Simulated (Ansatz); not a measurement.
`CCBC(=O)O` + H₂ → `BC(=O)O` + ethane  (hydrogenolysis of a B–C bond)

Program: Ansatz. Geometries: PBE0-D4/def2-TZVP. ΔE: electronic, gas phase. CBS: MP2 limit from def2 TZ/QZ plus the TZ coupled-cluster correction, frozen cores. This one scheme is used for every species. Functionals use def2-TZVPP. One conformer a species, not always the lowest.

| level | ΔE (eV) |
| --- | --- |
| r2SCAN-D4 | -0.08 |
| PBE0-D4 | -0.09 |
| HF/def2-TZVPP | -0.39 |
| MP2/CBS(def2) | -0.06 |

Task: What does CCSD(T)/CBS give? (Best estimate.)

Result: The calculation gave: -0.10 eV. The listed levels differ from it by 0.02, 0.01, -0.29, 0.04 eV.

Largest T1 diagnostic among the species: 0.019.

The D4 term adds +0.11 eV with B3LYP and +0.07 eV with PBE0; it sums over pairs of atoms, weighted by their polarisabilities, and B3LYP, whose exchange is more repulsive, gets the larger term. In def2-TZVPP, CCSD(T) changes the Hartree–Fock value by +0.27 eV (the triples alone add +0.05 eV) and MP2 by +0.31 eV.

B3LYP here is the variant with VWN-RPA as its local correlation; programs differ in this.
